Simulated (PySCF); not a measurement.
BI$_{3}$ (SMILES IB(I)I), singlet, at a GFN2-xTB geometry (core potentials on I); BLYP/def2-TZVP (PySCF).

The PySCF input:
```python
from pyscf import gto, scf, dft

mol = gto.M(
    atom='''
B    -0.00000000   -0.00000000   -0.00000000
I     1.99149933   -0.34837003   -0.59670522
I    -0.73946532   -0.87800252    1.76799066
I    -1.25203400    1.22637255   -1.17128544
''',
    basis='def2-tzvp',
    ecp={'I': 'def2-tzvp'},
    verbose=5,
)

mf = dft.RKS(mol)
mf.xc = 'blyp'
mf.kernel()
```

What the program printed (banner, timings and long lists left out):

```
PySCF version 2.14.0

[INPUT] verbose = 5
[INPUT] max_memory = 4000
[INPUT] num. atoms = 4
[INPUT] num. electrons = 80
[INPUT] charge = 0
[INPUT] spin (= nelec alpha-beta = 2S) = 0
[INPUT] symmetry False subgroup None
[INPUT] Mole.unit = angstrom
[INPUT] Symbol           X                Y                Z      unit          X                Y                Z       unit  Magmom
[...]
[INPUT] ---------------- BASIS SET ----------------
[INPUT] l, kappa, [nprim/nctr], expnt,             c_1 c_2 ...
[INPUT] B
[...]
                                1284.1516263      0.0017682576447
                                292.27871604      0.0091407080516
                                82.775469176      0.036342638989
                                27.017939269      0.11063458441
                                9.814961966       0.23367344321
[...]
                                1.6595599712      0.22325473798
[...]
                                5.104505833       0.032801738965
                                1.4986081344      0.13151230768
                                0.50927831315     0.33197167769
[...]
[INPUT] I
[...]
                                898.54238765      0.0015474041742
                                200.37237912      0.0042836684457
                                31.41805384       -0.039417936275
                                15.645987838      0.96086691992
[...]
                                6.4614458287      0.42495501835
[...]
                                20.061411349      0.066168450008
                                9.7631460485      -0.28554662348
[...]
                                3.6199503008      0.38914432482
                                2.023227309       0.65610817262
                                1.0367490559      0.31803551647
[...]
                                33.404240134      0.006837767577
                                17.805918203      -0.010308158997
                                4.8990510353      0.22670457658
                                2.4516753106      0.44180113937
                                1.1820693432      0.36775472225
[...]
nuclear repulsion = 365.89555600403
number of shells = 59
number of NR pGTOs = 331
number of NR cGTOs = 181
basis = def2-tzvp
ecp = {'I': 'def2-tzvp'}

******** <class 'pyscf.dft.rks.RKS'> ********
method = RKS
initial guess = minao
damping factor = 0
level_shift factor = 0
DIIS = <class 'pyscf.scf.diis.CDIIS'>
diis_start_cycle = 1
diis_space = 8
diis_damp = 0
SCF conv_tol = 1e-09
SCF conv_tol_grad = None
SCF max_cycles = 50
direct_scf = True
direct_scf_tol = 1e-13
XC library pyscf.dft.libxc version 7.1.2
    S. Lehtola, C. Steigemann, M. J. T. Oliveira, and M. A. L. Marques,  SoftwareX 7, 1–5 (2018)
XC functionals = blyp
    A. D. Becke,  Phys. Rev. A 38, 3098 (1988)
    C. Lee, W. Yang, and R. G. Parr,  Phys. Rev. B 37, 785 (1988)
    B. Miehlich, A. Savin, H. Stoll, and H. Preuss,  Chem. Phys. Lett. 157, 200 (1989)
radial grids:
    Treutler-Ahlrichs [JCP 102, 346 (1995); DOI:10.1063/1.469408] (M4) radial grids

becke partition: Becke, JCP 88, 2547 (1988); DOI:10.1063/1.454033
pruning grids: <function nwchem_prune>
grids dens level: 3
symmetrized grids: False
atomic radii adjust function: <function treutler_atomic_radii_adjust>
small_rho_cutoff = 0
Set gradient conv threshold to 3.16228e-05
Initial guess from minao.
Density of valence part of ANO basis will be used as initial guess for I
atom B rad-grids = 75, ang-grids = [ 50  50  50  50  50  50  50  50  50  50  50  50  50  50  50  50  50  50
  50  50  50  50  50  86  86  86  86  86  86  86  86  86 266 266 266 266
 266 266 266 302 302 302 302 302 302 302 302 302 302 302 302 302 302 302
 302 302 302 302 266 266 266 266 266 266 266 266 266 266 266 266 266 266
 266 266 266]
atom I rad-grids = 95, ang-grids = [ 50  50  50  50  50  50  50  50  50  50  50  50  50  50  50  50  50  50
  50  50  50  50  50  50  50  50  50  50  50  50  86  86  86  86  86  86
[...]
  3.00155252e+00  3.13912773e+00  3.14939947e+00  3.14941658e+00
  3.17365899e+00  3.18447909e+00  3.18450291e+00  3.30170483e+00
  3.31917802e+00  3.31920328e+00  4.21844793e+00  4.35221673e+00
  4.35222474e+00  1.33769195e+01  3.43375802e+01  3.43426597e+01
  3.43426615e+01  3.43520173e+01  3.43520197e+01  3.43614823e+01
  3.45113972e+01  3.45113973e+01  3.45842058e+01  4.25952856e+01
  4.27212367e+01  4.27212422e+01  1.17649361e+02  1.17681502e+02
  1.17681504e+02]
nelec by numeric integration = 80.00000428564691
E1 = -2316.9942432619173  E2 = 1033.2201424300215  Ecoul = 1103.7907147496123  Exc = -70.57057231959082
cycle= 11 E= -917.878544827866  delta_E= -1.94e-10  |g|= 7.24e-06  |ddm|= 3.51e-05
[...]
  mo_energy =
[-6.64245137e+00 -6.62263488e+00 -6.62263323e+00 -6.62262789e+00
 -4.68644999e+00 -4.68644778e+00 -4.68644737e+00 -4.68019899e+00
 -4.68019654e+00 -4.68019443e+00 -4.67744956e+00 -4.67744856e+00
 -4.67744297e+00 -1.82312434e+00 -1.82301601e+00 -1.82301054e+00
 -1.82108906e+00 -1.82105390e+00 -1.82105122e+00 -1.81898086e+00
 -1.81897905e+00 -1.81887493e+00 -1.81365141e+00 -1.81364749e+00
 -1.81363813e+00 -1.81347852e+00 -1.81346765e+00 -1.81346353e+00
 -6.84033922e-01 -6.46701067e-01 -6.46699789e-01 -4.27205778e-01
 -3.36890444e-01 -3.36889631e-01 -2.96977428e-01 -2.48319127e-01
 -2.48317310e-01 -2.46942928e-01 -2.46942103e-01 -2.22388953e-01
 -1.10915169e-01 -6.17268099e-02 -4.22732039e-03 -4.22691492e-03
  1.71036006e-02  7.61658266e-02  7.61664270e-02  1.14296941e-01
  1.21645127e-01  1.21647514e-01  1.25210198e-01  1.39102888e-01
  1.39104170e-01  1.47235991e-01  1.47236209e-01  1.59216839e-01
  1.59217606e-01  1.68447164e-01  1.74520437e-01  1.78416640e-01
  2.07236466e-01  2.07236864e-01  2.23167880e-01  2.53678538e-01
  2.53683347e-01  3.37509327e-01  3.37511098e-01  3.58233665e-01
  3.68770710e-01  3.77031367e-01  4.01980778e-01  4.01986189e-01
  4.80085349e-01  4.99738058e-01  4.99743276e-01  5.27661961e-01
  5.27664593e-01  5.41475085e-01  6.40855473e-01  6.40858292e-01
  7.67780091e-01  7.67781339e-01  7.75294629e-01  7.85595791e-01
  7.88577437e-01  7.89756488e-01  7.89758008e-01  7.99250588e-01
  8.00995396e-01  8.03430067e-01  8.03431792e-01  8.03943785e-01
  8.03945067e-01  8.05483934e-01  9.24394544e-01  9.24395299e-01
  9.36682428e-01  9.47651273e-01  1.00303838e+00  1.00304139e+00
  1.02365526e+00  1.02365732e+00  1.02977813e+00  1.13313933e+00
  1.14379540e+00  1.15263154e+00  1.15263320e+00  1.15309353e+00
  1.15310068e+00  1.20434914e+00  1.20434957e+00  1.22486908e+00
  1.25066617e+00  1.25066966e+00  1.25542330e+00  1.25542567e+00
  1.26735949e+00  1.32685144e+00  1.32685571e+00  1.32779266e+00
  1.36949303e+00  1.36969746e+00  1.36969879e+00  1.45489120e+00
  1.45593874e+00  1.45594386e+00  1.55739022e+00  1.55739348e+00
  1.62102293e+00  1.80363701e+00  1.80364192e+00  1.88020101e+00
  1.95653158e+00  1.98517739e+00  1.98518056e+00  2.03933105e+00
  2.03934352e+00  2.18336508e+00  2.33654779e+00  2.33654912e+00
  2.63897481e+00  2.93159471e+00  2.93331936e+00  2.93333070e+00
  2.93360369e+00  2.93361898e+00  2.93430600e+00  2.93482630e+00
  2.97179249e+00  2.97180788e+00  2.99410656e+00  2.99413467e+00
  3.00155077e+00  3.13912607e+00  3.14939800e+00  3.14941469e+00
  3.17365752e+00  3.18447796e+00  3.18450079e+00  3.30170327e+00
  3.31917605e+00  3.31920218e+00  4.21844642e+00  4.35221559e+00
  4.35222283e+00  1.33769235e+01  3.43375779e+01  3.43426569e+01
  3.43426598e+01  3.43520142e+01  3.43520183e+01  3.43614800e+01
  3.45113940e+01  3.45113959e+01  3.45842035e+01  4.25952834e+01
  4.27212349e+01  4.27212395e+01  1.17649359e+02  1.17681499e+02
  1.17681502e+02]
nelec by numeric integration = 80.00000428564492
E1 = -2316.9943182200827  E2 = 1033.2202173882372  Ecoul = 1103.7907976817712  Exc = -70.57058029353401
Extra cycle  E= -917.878544827816  delta_E= 5.02e-11  |g|= 1.52e-05  |ddm|= 2.46e-05
converged SCF energy = -917.878544827816
```
